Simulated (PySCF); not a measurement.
Si(Cl)2(F)(GeH3) (Cl2FGeH3Si), SMILES Cl[Si](Cl)(F)[GeH3]. Atoms are numbered in the order given.

```xyz
8

F      0.8474    -1.8874     0.0000
Si     0.5362    -0.2992     0.0000
Cl     1.4230     0.4960    -1.6642
Cl     1.4230     0.4960     1.6642
Ge    -1.7729     0.1148     0.0000
H     -2.4009    -0.4979    -1.2568
H     -2.4009    -0.4979     1.2568
H     -1.9792     1.6336     0.0000
```
Charge 0, spin multiplicity 1.

Geometry optimised at ωB97X-D3(BJ)/def2-SVP.

Two levels are set side by side: PBE/pcSseg-1 (PySCF) and B3LYP/pcSseg-1 (PySCF). GIAO shifts against CFCl3 (¹⁹F), GeH4 (⁷³Ge), HCl (³⁵Cl), TMS (²⁹Si), TMS (¹H) at the same level; non-relativistic, no solvent, atoms listed together averaged. Without spin–orbit terms, shifts of atoms bonded to Cl or Br come out too high at both levels. Differences are taken from unrounded values.

```json
[
 {"quantity": "δ(¹⁹F) of F1 (ppm)", "B3LYP": "-109.4"},
 {"quantity": "δ(²⁹Si) of Si2 (ppm)", "B3LYP": "30.4"},
 {"quantity": "δ(³⁵Cl) of Cl3, Cl4 (ppm)", "B3LYP": "157.0"},
 {"quantity": "δ(⁷³Ge) of Ge5 (ppm)", "B3LYP": "4.9"},
 {"quantity": "δ(¹H) of H6, H7, H8 (ppm)", "B3LYP": "3.88"}
]
```

Q: What does PBE give, and how far is it from B3LYP? (Estimate from the structure and the level; the computed values follow.)

A: 
```
quantity                      PBE  PBE minus B3LYP
-------------------------  ------  ---------------
δ(¹⁹F) of F1 (ppm)         -116.4             -7.0
δ(²⁹Si) of Si2 (ppm)         31.4              1.0
δ(³⁵Cl) of Cl3, Cl4 (ppm)   186.8             29.8
δ(⁷³Ge) of Ge5 (ppm)          2.9             -2.0
δ(¹H) of H6, H7, H8 (ppm)    3.97             0.08
```

Rough cost on one machine, each run with all the roots and properties that it gave: B3LYP against PBE within a factor of 2.
